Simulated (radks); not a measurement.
The numbers below are computed, except where a source is named.
Numerical settings for the mercury ion Hg+, [Xe] 4f14 5d10 6s1. Code: a radial shooting solver on a logarithmic mesh with Libxc functionals. Model: Dirac Kohn-Sham, PBE, spin-unpolarised, spherical densities, point nucleus. The defaults (mesh step 0.008 in ln r, mesh end at 40 bohr or more with all orbitals vanishing there, Anderson mixing 0.5 over 9 steps, residual threshold near 1e-9 with the energy settled to 1e-9 hartree or 1e-11 of itself, here a cap of 83 iterations) give E = -19661.761 hartree and 6s1/2 at -14.719 eV in 15 iterations. Run on one thread of a shared host, so times are rough (Arm Neoverse V2): 0.17 s of CPU time, 0.17 s wall, 15 iterations on 2648 mesh points. Changes against that run (0 stands for a change within the tolerance of the run):

setting                     iterations  converged  E (mhartree)  e(6s1/2) (meV)  CPU (s)
mesh step in ln r 0.012             15        yes             0               0     0.12
mesh step in ln r 0.02              15        yes     +0.000632               0     0.08
mesh step in ln r 0.03              15        yes      +0.00725               0     0.05
mesh end (bohr) 5                   15        yes         +26.8            +870     0.16
mesh end (bohr) 20                  15        yes             0               0     0.17
residual threshold 1e-13            21        yes             0               0     0.21
residual threshold 0.1               9        yes             0           +3.08     0.13
mixing 1                            13        yes             0               0     0.15
linear mixing, mixing 1             83         no     +4.26e+05        -8.6e+05      3.6
linear mixing, mixing 0.05          83         no       +0.0498            -102     0.82
mixing history 2                    21        yes             0               0     0.21
iteration cap 2                      2         no     +2.67e+03       -1.24e+04     0.04

Settings that end as converged yet miss the energy by more than 1 mhartree: mesh end (bohr) 5 (+0.0268 hartree). A mesh that ends early acts as a hard wall.
